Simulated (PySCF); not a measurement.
A structure optimised at PBE0-D3(BJ)/def2-SVP (Å):
```
N 
Si  1  1.7205
N   2  1.7158  1  105.96
S   2  2.1644  1  119.64  3   114.38
H   1  1.0136  2  119.27  3   161.06
H   1  1.0147  2  119.41  3   -56.68
H   2  1.4966  1  104.19  3  -128.02
H   3  1.0124  2  121.18  1   166.03
H   3  1.0132  2  119.98  1   -43.52
H   4  1.3500  2   94.22  1    93.01
```
Z-matrix in Å and degrees, rows numbered from 1.

Neutral, closed shell.

(1) Read off the bonds between heavy atoms and their formal orders.

(2) Which species is it?

(3) What is the point group of this geometry?

(4) Classify the heavy atoms.

(5) What is the arrangement about Si2?

(6) What is the arrangement about N1?

## Answers

(1) N1–Si2 (single); Si2–N3 (single); Si2–S4 (single). Hydrogens: H5, H6 on N1; H7 on Si2; H8, H9 on N3; H10 on S4.

(2) `N[SiH](N)S`, H6N2SSi.

(3) C1 (no symmetry element, even within 0.4 Å).

(4) N1/N3: silicon-bound nitrogen; Si2: SiH silicon; S4: sulfur bonded to Si and H.

(5) It has 4 neighbours (N1, N3, S4, H7) and is distorted tetrahedral (angles from 102.1° to 120.4°).

(6) It has 3 neighbours (Si2, H5, H6) and has angles 119.4°, 119.3° and 111.2°, sum 349.8°, 0.22 Å off the plane of its three neighbours.

These are computed values.
